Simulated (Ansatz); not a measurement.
Stepwise reaction of `C[O][In]([F])[F]` with hydrogen chloride, as a gas-phase model of exchange steps in deposition or etching. ΔE in kJ/mol; ΔG adds harmonic PBE0-D4 terms to CCSD(T)/CBS, at 1 bar.

Program: Ansatz. Geometries: PBE0-D4/def2-TZVP. ΔE: electronic, gas phase. CBS: MP2 limit from def2 TZ/QZ plus the TZ coupled-cluster correction, frozen cores. This one scheme is used for every species. DFT in def2-TZVPP. B3LYP here is the variant with VWN-RPA as its local correlation; programs differ in this. def2 core potentials past Kr. For In outer-core shells are correlated without core-valence functions, which leaves a few kJ/mol of doubt a bond. Each species was taken in one conformer, which may not be the lowest.

```csv
step,reaction,PBE-D4,B3LYP-D4,ωB97M-V,CCSD(T)/CBS,ΔG(400 K)
1,`C[O][In]([F])[F]` + HCl → `C[O][In]([F])[Cl]` + H–F,-59.8,-61.5,-63.7,-67.4,-60.8
2,`C[O][In]([F])[Cl]` + HCl → `C[O][In]([Cl])[Cl]` + H–F,-57.4,-58.9,-60.6,-64.8,-57.4
```

(1) By hand: ΔE of the 2 steps together at CCSD(T)/CBS.

Answers

(1) (-67.4) + (-64.8) = -132.2 kJ/mol, or -66.1 kJ/mol a step.

In ΔE the steps differ by no more than 2.6 kJ/mol. All are downhill at CCSD(T)/CBS. ΔG lies between -60.8 and -57.4 kJ/mol a step. PBE-D4 differs from CCSD(T)/CBS by 7.4 to 7.6 kJ/mol a step. Isolated molecules leave out the surface, adducts and barriers. Largest T1 diagnostic: 0.017.
